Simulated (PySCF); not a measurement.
BrFHNOW, SMILES [F][W](=[O])([Br])=[NH], multiplicity 1. The structure is a stationary point at B3LYP-D3(BJ)/def2-SVP. The spin state was assumed, not searched. The structure was generated by enumeration; whether it is a known compound was not checked. The def2 effective core potentials stand for the cores of W; spin–orbit coupling is left out.

Question: Give the equilibrium geometry at B3LYP-D3(BJ)/def2-SVP (PySCF confirms it by a frequency run) as bond lengths and angles. (Estimate from the structure and the level; the computed values follow.)

Answer: 
Atoms: W1 O2 N3 H4 F5 Br6. Bond lengths (Å): W1–O2 1.706, W1–N3 1.750, W1–F5 1.877, W1–Br6 2.443, N3–H4 1.019. Bond angles (°): O2–W1–N3 107.9, O2–W1–F5 110.2, O2–W1–Br6 108.2, N3–W1–F5 108.2, N3–W1–Br6 106.9, F5–W1–Br6 115.1, W1–N3–H4 148.8.
